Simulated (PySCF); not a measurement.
HO3S, SMILES O=S(=O)=[OH+], charge +1.

The structure is a stationary point at PBE-D3(BJ)/def2-SVP. The isomer is the one that the SMILES or the coordinates give; other isomers of the formula were not compared.

Two levels are set side by side: PBE/def2-TZVPD (PySCF) and ωB97X/def2-TZVPD (PySCF). Same geometry, gas phase. Differences are taken from unrounded values.

| quantity | ωB97X | PBE | PBE minus ωB97X |
|---|---|---|---|
| orbital gap (eV) | 12.42 | 4.70 | -7.72 |
| highest occupied level (eV) | -20.50 | -16.25 | 4.25 |
| lowest empty level (eV) | -8.07 | -11.55 | -3.47 |
| mean polarisability (bohr³) | 27.8 | 28.7 | 0.9 |

Without exact exchange PBE keeps part of each electron's self-repulsion, which lifts occupied levels and narrows the gap. PBE's more diffuse valence density responds more strongly to a field. Differences between two approximate levels are no errors against the true value.

Rough cost on one machine, each run with all the roots and properties that it gave: ωB97X against PBE within a factor of 2.
